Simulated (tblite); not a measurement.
Start geometry of `[H]/[C]=C\O/C=C\NC=O` [radical] from a force field or distance geometry (Å):
```
atom  x, y, z in Å
C1    -2.9629    0.7434    0.7274
C2    -2.2933   -0.3042    1.1398
O3    -0.8907   -0.3839    1.0520
C4    -0.4506   -0.8726   -0.1986
C5     0.8363   -0.7414   -0.4485
N6     1.6550   -0.1047    0.5114
C7     2.3876    1.0869    0.2381
O8     2.3218    1.6183   -0.8936
H9    -2.5769    1.6215    0.2863
H10   -2.8451   -1.1501    1.5951
H11   -1.1438   -1.3587   -0.8872
H12    1.2531   -1.1039   -1.3900
H13    1.7219   -0.5376    1.4813
H14    2.9869    1.4865    1.0443
```

Q: What comes out of this run: GFN2-xTB geometry optimisation, gas phase in tblite?

A: 
```
atom  x, y, z in Å
C1    -3.3578   -0.2514    0.5223
C2    -2.3620   -0.3938    1.3347
O3    -1.0021   -0.3617    1.0982
C4    -0.5623   -0.2616   -0.1946
C5     0.7109    0.0159   -0.4678
N6     1.6658    0.2559    0.5130
C7     2.9629    0.5276    0.2325
O8     3.4374    0.5902   -0.8724
H9    -3.6731   -0.0946   -0.4771
H10   -2.5112   -0.5571    2.3981
H11   -1.2874   -0.4434   -0.9730
H12    1.0821    0.0643   -1.4774
H13    1.3421    0.2191    1.4688
H14    3.5540    0.6902    1.1524
```

The energy falls by 21.9 kcal/mol over 133 L-BFGS steps, the largest force on an atom goes from 4.00 to 0.005 eV/Å, and the atoms move by 1.038 Å rms after alignment. The bond that changes most is N6–C7 (ends: nitrogen bonded to 2 C and H; carbon bonded to N, O and H), which shortens by 0.071 Å. Bonds longer at the end by more than 0.005 Å: 2 of 13; shorter: 10. Among the angles that change most is C2–C1–H9, from 127.6° to 146.9°. Among the dihedrals that turn most is C1–C2–O3–C4, from -86° to -5°. Rotational constants go from 4600, 1033, 961.2 to 10754, 801.2, 750.8 MHz. The orientation of the end geometry is arbitrary; only internal coordinates are fixed.

Time: 0.72 s of wall time. Hardware: an Arm Neoverse V1 with one thread, no GPU, shared host with 32 logical CPUs at a one-minute load of 13.

Its GFN2-xTB frequencies are all real (lowest 24 cm⁻¹).

One conformer stands for the species.

The numbers are calculated, not measured.
